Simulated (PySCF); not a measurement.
An element was calculated at UHF (PySCF 2.14, spin-free X2C, a triple-zeta basis, no spin-orbit coupling), in the ground configurations that NIST lists.

| Item | Value |
| --- | --- |
| electron affinity | -0.178 eV |
| first ionisation energy | 8.212 eV |
| second ionisation energy | 15.325 eV |
| third ionisation energy | 23.088 eV |
| polarisability of the atom | 49.9 bohr³ |

**Question.** Which element is it?

**Answer.** Bismuth (Bi, Z = 83), in aug-cc-pwCVTZ-DK3 with one added diffuse shell each of s, d, f type. NIST lists 7.286, 16.703, 25.571 eV for these ionisation energies.
